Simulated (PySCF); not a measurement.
**Shapes and spin states of Hf3**

These are results of PBE0 in PySCF with Hf def2-TZVP with ECP60; scalar-relativistic core potentials, no spin–orbit coupling; density-fitted integrals, not measurements.

Relaxations began from a few typed shapes and spin states; open shells are unrestricted. The search is not exhaustive: other isomers or separated fragments can lie lower, and high-lying points may rest on an excited occupation.

(1) Which is the lowest minimum found?
A. triplet D3h: Hf–Hf 2.707 Å (×3); Hf–Hf–Hf 60.0° (×3)
B. singlet C2v: Hf–Hf 2.420 Å (×2), Hf–Hf 3.713 Å; Hf–Hf–Hf 39.9° (×2), Hf–Hf–Hf 100.2°
C. quintet C2v: Hf–Hf 2.713 Å (×2), Hf–Hf 2.956 Å; Hf–Hf–Hf 57.0° (×2), Hf–Hf–Hf 66.0°
D. singlet D∞h: Hf–Hf 2.482 Å (×2); Hf–Hf–Hf 180.0°
E. singlet (closed shell, unstable to spin polarisation) D3h: Hf–Hf 2.684 Å (×3); Hf–Hf–Hf 60.0° (×3)

## Answers

(1) A. The others lie at 50.4 (singlet D3h), 59.7 (quintet C2v), 196.0 (singlet C2v), 309.1 (singlet D∞h, a saddle point) kJ/mol above it.

For the lowest minimum: open d and f shells are described by one determinant, and the ground state may have another occupation or spin. Spin–orbit coupling, left out here, can matter for elements this heavy.

The electron or spin density has lower symmetry than the nuclear frame for the singlet D∞h at 309.1 kJ/mol.
